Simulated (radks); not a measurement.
Spherical jellium clusters: N electrons in a uniform positive sphere of charge N and radius rs N^(1/3), rs = 4.75 bohr. Calculated with a radial shooting solver with Libxc functionals: non-relativistic Kohn-Sham, LDA (Slater exchange, Perdew-Wang correlation), spin-polarised, spherical densities. Levels are named by radial order and angular momentum (1s, 1p, 1d, 2s, ...), and open shells are averaged over m.

N = 39, configuration 1s2 1p6 1d10 2s2 1f14 2p(up 3, down 2). This is the lowest configuration that the search found. Occupied and some empty levels:

level,occupation,eigenvalue (eV),<r> (bohr)
1s up,1,-4.3060,10.40
1s down,1,-4.2661,10.62
1p up,3,-3.9842,11.66
1p down,3,-3.9594,11.75
1d up,5,-3.5289,12.55
1d down,5,-3.5119,12.58
2s up,1,-3.1202,9.300
2s down,1,-3.0460,9.207
1f up,7,-2.9624,13.26
1f down,7,-2.9489,13.27
2p up,3,-2.4101,10.78
2p down,2,-2.3449,10.85
1g up,0,-2.2997,13.89
1g down,0,-2.2873,13.89
2d up,0,-1.6513,12.34
2d down,0,-1.6059,12.47
3s up,0,-1.4542,11.81
3s down,0,-1.4126,11.85

Energy (eV): total -74.0795, kinetic 49.332, external -3066.3, Hartree 1525.9, exchange-correlation -124.65, background 1541.6.

Electron density:

r (bohr),n(r) (e/bohr^3)
0.506,0.001789
1.78,0.001958
3.05,0.002216
4.32,0.002407
5.59,0.002431
6.87,0.002312
8.14,0.002191
9.41,0.002213
10.7,0.002380
11.9,0.002502
13.2,0.002303
14.5,0.001704
15.8,0.0009657
17.0,0.0004282
18.3,0.0001615
19.6,0.00005469
20.9,0.00001751
22.1,5.401e-06
23.4,1.627e-06
24.7,4.812e-07
